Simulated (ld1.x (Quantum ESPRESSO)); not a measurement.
## Ranking TM semilocal potentials for Ru (Z = 44)

All share these settings but for the change named:

ruthenium, norm-conserving Troullier–Martins (semilocal form), made with ld1.x (Quantum ESPRESSO) 7.5 (PBE, scalar-relativistic). Core [Kr], reference 4d6.5 5s0 5p0 (charge +1.5). Waves: 5s (bound, empty): rc 2.20 bohr; 4d (bound): rc 1.70 bohr; 4f channel at 0.05 Ry: rc 3.40 bohr; 5p (bound, empty): rc 3.40 bohr. Local part: the p channel. Core correction: none.

Test errors are all-electron minus pseudo excitation energies from the reference, over 4d7 5s1 5p0; 4d7 5s0 5p0; 4d6 5s0 5p0; 4d7.5 5s0.5 5p0; 4d4 5s0 5p0; 4d7 5s0.5 5p0; 4d6 5s2 5p0. None of these files shows a bound ghost.

The base gives 359.6 meV.

Of 11 variants that were run, those that failed, showed a ghost or another fault, or gave nearly equal values are left out.

A variant can come out equal or close to the base, since the largest error may sit in a test that the change hardly touches while other tests move.

Rank these variants by their largest absolute test error, smallest first.
A. core correction a·sin(br)/r model core inside 2.08 bohr
B. wave 4f channel at 0.05 Ry: rc 3.40 bohr becomes 4f channel at 0.11 Ry: rc 3.40 bohr
C. all radii scaled by about 1.35 (s 2.98, p 4.60, d 2.30, f 4.60 bohr)

C (315.7 meV), B (359.6 meV), A (722.9 meV).
